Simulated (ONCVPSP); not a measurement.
Configuration tests for B (Z = 5) (ONCV)

```json
{
  "Element": "boron (B)",
  "Generator": "ONCVPSP 4.0.1",
  "Type": "optimised norm-conserving Vanderbilt (ONCV)",
  "Functional": "PBE",
  "Relativity": "fully relativistic",
  "Frozen core": "[He]",
  "Valence charge": "3",
  "Reference configuration": "2s2 (charge +1)",
  "Partial waves": "2s: rc 1.35 bohr, ncon 4, nbas 8, qcut 3.7 1/bohr, 2 projectors, debl 4 Ha; p scattering state at 0.17 Ha: rc 1.40 bohr, ncon 3, nbas 7, qcut 6.4 1/bohr, 2 projectors, debl 3.8 Ha; d scattering state at 0.12 Ha: rc 1.30 bohr, ncon 4, nbas 7, qcut 7.3 1/bohr, 2 projectors, debl 2.3 Ha",
  "Local potential": "polynomial inside 1.00 bohr (lpopt 5, dvloc0 6 Ha)",
  "Core correction": "polynomial model core, fcfact 0.75"
}
```

Open shells are filled in proportion to 2j + 1.

In the p channel the program set the typed energies aside and used 0.050, 3.850 Ha (j = l + 1/2; the other j can differ).

Energies are relative to the spin-unpolarised reference configuration 2s2; without spin polarisation the order of configurations can differ from experiment.

Task: Give the all-electron excitation energy and the error of the potential for: 2s2 2p1; 2s1; 2s2 2p0.5; 2s0 2p3.

Result:

```
valence configuration  charge  ΔE all-electron (eV)  error AE − PS (meV)
              2s2 2p1       0                -8.219                  +13
                  2s1      +2                25.422                 +2.8
            2s2 2p0.5    +0.5                -5.332                 +5.0
              2s0 2p3       0                 3.501                  +75
```

Levels in the configuration 2s0 2p3:

```json
{"level": "2p j=3/2", "all-electron (eV)": "-4.440", "pseudo (eV)": "-4.446"}
{"level": "2p j=1/2", "all-electron (eV)": "-4.444", "pseudo (eV)": "-4.451"}
```

These tests converged, but a pseudo level misses the all-electron one widely, so the file describes the atom poorly there or has found another state: 2s0 2p3: empty 2s by 31.5 eV.
